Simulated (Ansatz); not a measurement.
CH₄ClFSeSi (`C[Si](F)(Cl)[SeH]`), relaxed with RKS PBE0-D4/def2-TZVP in the Gaussian-basis code of Ansatz from a PBE-D4/def2-SVP geometry. The force threshold is 0.005 eV/Å; the program also tests the step.

Charge 0, multiplicity 1.

Start:

```xyz
9

C    -0.808   -0.899    0.161
Si    0.106    0.616   -0.421
F     0.734    0.287   -1.898
Cl   -1.193    2.215   -0.638
Se    1.736    1.365    0.986
H    -1.584   -1.180   -0.579
H    -0.111   -1.752    0.284
H    -1.296   -0.696    1.134
H     2.417    0.043    0.970
```

```tsv
step	energy (eV)	largest force (eV/Å)	largest move (Å)
1	-89557.0946	1.053	0.000
2	-89557.1460	0.645	0.031
3	-89557.1581	0.143	0.024
4 (rejected)	-89557.1566	0.341	0.021
5	-89557.1594	0.009	0.010
6	-89557.1595	0.004	0.002
```

End:

```xyz
9

C    -0.799   -0.889    0.160
Si    0.100    0.612   -0.422
F     0.714    0.293   -1.857
Cl   -1.175    2.193   -0.641
Se    1.721    1.346    0.972
H    -1.560   -1.173   -0.571
H    -0.104   -1.723    0.283
H    -1.282   -0.693    1.118
H     2.385    0.034    0.958
```

Hardware: 4 threads of a server CPU on a shared host. Wall time 28 s, peak host memory 0.71 GiB.
